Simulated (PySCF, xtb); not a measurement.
Dissociation curve of F₂ (anion, charge -1), doublet. Each curve is given relative to its own lowest point near equilibrium.

| R / Å | A | B | C | D |
|---|---|---|---|---|
| 1.60 | 95.7 | 77.5 | 71.5 | 88.0 |
| 1.68 | 50.7 | 38.4 | 33.5 | 47.7 |
| 1.79 | 17.7 | 10.2 | 7.5 | 16.6 |
| 1.87 | 6.4 | 1.6 | 0.8 | 5.5 |
| 1.91 | 3.3 | 0.0 | 0.0 | 2.5 |
| 1.98 | 0.5 | 0.3 | 1.4 | 0.0 |
| 2.05 | 0.0 | 3.6 | 5.4 | 0.1 |
| 2.12 | 0.7 | 8.7 | 10.9 | 2.0 |
| 2.20 | 2.1 | 15.8 | 18.3 | 5.5 |
| 2.27 | 3.5 | 22.7 | 25.3 | 9.1 |
| 2.44 | 5.9 | 39.8 | 42.4 | 18.2 |
| 2.69 | 5.0 | 62.4 | 65.2 | 29.3 |
| 2.94 | -0.5 | 79.7 | 83.1 | 36.5 |
| 3.23 | — | 93.1 | 96.6 | 41.1 |
| 3.53 | — | 101.2 | 103.1 | 42.9 |
| 3.99 | — | 107.3 | 104.8 | 42.1 |
| 4.41 | — | 110.0 | 103.0 | 39.6 |
| 4.86 | — | 111.6 | 100.4 | 36.2 |
| 5.33 | — | 112.5 | 98.0 | 32.6 |
| 5.92 | — | 113.2 | 95.4 | 28.3 |
| 6.97 | — | 113.9 | 91.7 | 21.9 |
| 7.83 | — | 114.2 | 89.4 | 17.8 |

Energies in kJ/mol.

Question: Which curve belongs to which method? The methods are GFN1-xTB (xtb); CCSD(T) on UHF/aug-cc-pVDZ, 2 core orbitals frozen in PySCF; unrestricted B3LYP/aug-cc-pVDZ (PySCF 2.14.0); unrestricted M06-2X/6-31G*, spherical d in PySCF 2.14.0.

Answer: A is GFN1-xTB; B is UCCSD(T); C is UKS-M06-2X/6-31G*; D is UKS-B3LYP.

A dash means that the run gave no value there, or that the column was ended at a point which the program doubted or which failed a test of continuity chosen for this set; such a test can also cut sound points.

At the longest distance UKS-B3LYP leaves fractional charges on the fragments, a sign of delocalisation error or of the restricted form. Where the anion isn't bound against loss of the electron, the finite basis alone holds it.
